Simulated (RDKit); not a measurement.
RDKit input (UFF):

```python
from rdkit import Chem
from rdkit.Chem import AllChem, rdDetermineBonds

mol = Chem.MolFromXYZFile('mol.xyz')
rdDetermineBonds.DetermineBonds(mol, charge=-1)
print('SMILES', Chem.MolToSmiles(Chem.RemoveHs(mol)))
ff = AllChem.UFFGetMoleculeForceField(mol)
e0 = ff.CalcEnergy()
flag = ff.Minimize(maxIts=5000, forceTol=1e-5)
print(f'energy {e0:.4f} -> {ff.CalcEnergy():.4f} kcal/mol, converged: {flag == 0}')
print(Chem.MolToXYZBlock(mol))
```
mol.xyz:
```
13

C      1.76498700    -0.01523600    -0.70131300
Si     0.15870000     0.00402100    -0.01508200
C     -0.80482400    -1.61625400    -0.28930100
C     -0.91528800     1.45054700    -0.63393300
F     -0.09530000     0.18088200     1.64017500
H      2.39383000    -0.90187500    -0.63721500
H      2.32871300     0.90593500    -0.84036800
H     -1.07356400    -1.73847900    -1.34156300
H     -0.18413400    -2.47237500    -0.00654300
H     -1.71981300    -1.65511900     0.31065000
H     -0.35927100     2.38992900    -0.55294500
H     -1.18362300     1.31707400    -1.68493100
H     -1.83548800     1.55632300    -0.05023600
```

Output:

```
SMILES [CH2-][Si](C)(C)F
energy 15.3515 -> -1.5537 kcal/mol, converged: True
13

C      1.724121   -0.036038   -0.872692
Si     0.074438    0.002702    0.000124
C     -0.831818   -1.599455   -0.310262
C     -0.940765    1.427674   -0.650538
F      0.319464    0.197758    1.656906
H      2.326947   -0.882926   -0.485478
H      2.262193    0.916231   -0.687723
H     -0.993235   -1.727792   -1.400292
H     -0.228728   -2.446249    0.076801
H     -1.812095   -1.575763    0.208471
H     -0.402420    2.379836   -0.465695
H     -1.102182    1.299334   -1.740568
H     -1.920995    1.450061   -0.131658
```

The dipole moment of an ion depends on the origin.

The geometry given is a B3LYP-D3(BJ)/def2-TZVP minimum.
